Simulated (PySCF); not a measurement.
# From computed data to an observable: chemical shift, span and skew from a shielding tensor

Ge(F)2(Br)(OH) (BrF2GeHO), SMILES [Br][Ge]([F])([F])[OH]. Atoms are numbered in the order given.

```xyz
6

O      1.6351    -1.2555     0.0000
Ge     0.0054    -0.6502     0.0000
F     -0.8567    -1.2632     1.3540
F     -0.8567    -1.2632    -1.3540
Br     0.0140     1.5945     0.0000
H      1.6776    -2.2205     0.0000
```

Geometry optimised at PBE0-D3(BJ)/def2-SVP. The structure was generated by enumeration, and PubChem lists no compound with its InChIKey, so it may never have been made. One conformer was computed; it need not be the lowest.

GIAO shieldings from PBE/pcSseg-1 (PySCF), non-relativistic, no solvent. The symmetric part of the tensor of F3 has the principal values 187.8, 205.1, 378.0 ppm. The same nucleus in CFCl3 has σ = 133.6 ppm at this level (PySCF, at its B3LYP-D3(BJ)/def2-TZVP geometry). Without spin–orbit terms, shifts of atoms bonded to Cl or Br come out too high.

Problem. Work out the isotropic shielding, the ¹⁹F shift against CFCl3, the span and the skew.

Solution. 
σ(iso) = (σ11 + σ22 + σ33)/3 = 257.0 ppm. δ = σ(ref) − σ(iso) = 133.6 − (257.0) = -123.4 ppm.
Span Ω = σ33 − σ11 = 190.2 ppm. Skew κ = 3(σ(iso) − σ22)/Ω = 0.82. Tumbling in solution averages the tensor to δ; in a static solid the shielding alone would spread this spin-1/2 line over Ω.
